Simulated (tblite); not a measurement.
Species: C₅H₉NO₂.
Geometry (GFN2-xTB, Å), atoms numbered from 1 in this order:
```
atom  x, y, z in Å
O1    -3.391    0.458   -0.349
C2    -2.355    0.960   -0.714
N3    -1.145    0.742   -0.179
C4    -0.936   -0.217    0.889
C5    -0.023   -1.332    0.455
C6     1.256   -1.172    0.146
C7     1.977    0.150    0.177
O8     1.647    0.976   -0.932
H9    -2.307    1.690   -1.545
H10   -0.313    1.154   -0.583
H11   -0.507    0.301    1.756
H12   -1.920   -0.604    1.158
H13   -0.470   -2.312    0.372
H14    1.838   -2.020   -0.186
H15    3.062   -0.012    0.211
H16    1.683    0.729    1.056
H17    1.898    0.520   -1.743
```

All values are computed: GFN2-xTB (tblite) harmonic vibrations without scaling, gas phase. This tight-binding method is rough: wavenumbers can miss measured ones by several per cent, in bad cases by 10 to 20. One conformer, not necessarily the lowest.

Harmonic wavenumbers (cm⁻¹): 43.5, 80.5, 124.3, 176.7, 204.7, 267.8, 306.9, 353.1, 427.0, 486.1, 630.4, 656.4, 715.1, 774.1, 918.2, 921.7, 929.5, 967.1, 994.5, 1011.2, 1045.6, 1091.0, 1147.5, 1191.0, 1212.3, 1247.5, 1297.6, 1300.3, 1326.7, 1351.9, 1376.2, 1428.2, 1445.7, 1473.3, 1704.2, 1767.6, 2758.5, 2900.4, 2913.6, 2970.5, 3001.4, 3060.9, 3080.2, 3369.8, 3546.7.

A = 3978, B = 1175, C = 976.8 MHz; mass 115.063 u (most abundant isotopes); point group C1, symmetry number 1.

Problem. What is the zero-point energy?

Solution. Half the sum of the wavenumbers: 29999 cm⁻¹ = 85.77 kcal/mol.

Problem. Give the ideal-gas entropy at 273.15 K and 1 bar in the rigid-rotor, harmonic-oscillator model (classical rotation).

Solution. Translation 39.73, rotation 28.38, vibration 22.45: S = 90.6 cal/(mol K).

Problem. And Cp and H(273.15 K) − H(0)?

Solution. Cp = 31.36 cal/(mol K), of which vibrations give 23.41 (their classical limit is 45 R = 89.4); H(273.15 K) − H(0) = 5.41 kcal/mol without the zero-point energy, 3.24 from vibrations.

Problem. Which modes carry the vibrational entropy at 273.15 K?

Solution. 43.5 cm⁻¹: 4.92; 80.5 cm⁻¹: 3.71; 124.3 cm⁻¹: 2.86; 176.7 cm⁻¹: 2.20; 204.7 cm⁻¹: 1.93; 267.8 cm⁻¹: 1.46 cal/(mol K); the other 39 give 5.37 together.

Problem. What must be added to the electronic energy to get the Gibbs energy at 273.15 K and 1 bar?

Solution. ZPE + [H(273.15 K) − H(0)] − T·S = 85.77 + 5.41 − 24.74 = 66.44 kcal/mol.

Hindered rotation and anharmonicity are outside this model. Other conformers, if any are populated, would add a mixing term that is left out. The structure is chiral; the term R ln 2 for an equal mix with its mirror image is left out.
